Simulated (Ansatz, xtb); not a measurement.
# Two isomers of BrGeH2O2Si+

Structure I is `O[Si@H](Br)[O+]=[Ge]`, a singlet and structure II is `O[SiH+][O][Ge][Br]`, a singlet. Both are isolated ions in the gas phase, relaxed with PBE0-D3(BJ)/pcseg-1; the shapes shown needn't be the lowest conformers.

I (Å):

```yaml
atoms:
  - { symbol: Br, position_ang: [2.2194, -0.4229, -0.2086] }
  - { symbol: Ge, position_ang: [-0.9584, 0.0735, -3.4587] }
  - { symbol: O, position_ang: [1.4597, 2.3218, -1.7310] }
  - { symbol: O, position_ang: [-0.2588, 0.4355, -1.9494] }
  - { symbol: Si, position_ang: [0.8241, 1.1486, -0.7943] }
  - { symbol: H, position_ang: [2.2344, 2.8365, -1.4664] }
  - { symbol: H, position_ang: [-0.0328, 1.5869, 0.3176] }
```

II (Å):

```xyz
7

Br   -0.8259   -0.4470    0.4921
Ge   -1.6566    1.5526    1.4194
O    -2.0145    2.4182   -0.2901
O    -1.4240    0.9958   -2.6345
Si   -1.9572    2.2800   -1.8585
H    -1.0946    0.2023   -2.1733
H    -2.4083    3.3654   -2.7339
```

Task: Estimate which is lower in electronic energy at CCSD(T)/def2-SVP + ΔMP2/def2-TZVPP, and by roughly how much.

Result: The CCSD(T)/def2-SVP + ΔMP2/def2-TZVPP calculation puts structure I lower, by 0.474 eV.

How the difference moves with the method:

```json
{"level": "PBE0-D3(BJ)/pcseg-1", "geometry": "PBE0-D3(BJ)/pcseg-1", "E(II) − E(I) (eV)": "+0.300", "departure from the last row (eV)": "−0.175", "job, with rough time for the two": "optimisation, 70 s"}
{"level": "HF/def2-SVP", "geometry": "PBE0-D3(BJ)/pcseg-1", "E(II) − E(I) (eV)": "+0.570", "departure from the last row (eV)": "+0.095", "job, with rough time for the two": "part of the CCSD(T) run"}
{"level": "MP2/def2-SVP", "geometry": "PBE0-D3(BJ)/pcseg-1", "E(II) − E(I) (eV)": "+0.507", "departure from the last row (eV)": "+0.033", "job, with rough time for the two": "part of the CCSD(T) run"}
{"level": "CCSD(T)/def2-SVP", "geometry": "PBE0-D3(BJ)/pcseg-1", "E(II) − E(I) (eV)": "+0.502", "departure from the last row (eV)": "+0.028", "job, with rough time for the two": "single point"}
{"level": "CCSD(T)/def2-SVP + ΔMP2/def2-TZVPP", "geometry": "PBE0-D3(BJ)/pcseg-1", "E(II) − E(I) (eV)": "+0.474", "departure from the last row (eV)": "", "job, with rough time for the two": "single point, 32 s"}
```

As drawn, II has 1 Ge–O, 1 Br–Ge in place of 1 Br–Si, 1 Ge=O.

None of the levels shown reverses the order. The largest departure from CCSD(T)/def2-SVP + ΔMP2/def2-TZVPP is that of PBE0-D3(BJ)/pcseg-1, 0.175 eV. Levels run at GFN2-xTB geometries aren't shown. The last row adds to CCSD(T) the change of the MP2 difference between the two basis sets, here −0.028 eV.

With harmonic frequencies from PBE0-D3(BJ)/pcseg-1 (ideal gas, rigid rotor, one conformer each, 298.15 K, 1 atm): on the last row, ΔE + ΔZPE = +0.463 eV. A mode under 50 cm⁻¹ makes harmonic enthalpies and free energies unreliable, so none is given.

The correlated steps freeze 25 core orbitals; the filled d shell of Br and Ge is correlated, in a basis made for valence electrons. Codes used: Ansatz 0.2.0; the last row on 2 threads of Intel(R) Xeon(R) 6975P-C (Granite Rapids) on a shared host.
